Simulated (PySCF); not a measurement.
Computed shifts of a molecule CH₄Cl₂OSi₂, B3LYP/pcSseg-1 in PySCF, GIAO, gas phase, atoms alike by connectivity averaged where their shifts nearly agree, in ppm (number of nuclei): ²⁹Si: 68.9 (1), 39.0 (1). ¹³C: 93.4 (1). ¹H: 6.14 (2), 5.35 (2). References: ³⁵Cl against HCl (σ = 933.3 ppm); ²⁹Si against TMS (σ = 338.7 ppm); ¹³C against TMS (σ = 181.3 ppm); ¹⁷O against H2O (σ = 333.8 ppm); ¹H against TMS (σ = 31.68 ppm), references at their B3LYP-D3(BJ)/def2-TZVP geometries, non-relativistic (without spin–orbit terms, shifts of atoms bonded to Cl or Br come out too high). The structure is a stationary point at PBE-D3(BJ)/def2-SVP. One conformer was computed; it need not be the lowest.

Problem. Which molecule gave these data?
A. Cl[Si@@H]1CO[Si@H]1Cl
B. Cl[Si]1(Cl)C[SiH2]O1
C. O=C[SiH2][SiH](Cl)Cl
D. Cl[Si]1(Cl)CO[SiH2]1

Solution. D, Cl[Si]1(Cl)CO[SiH2]1
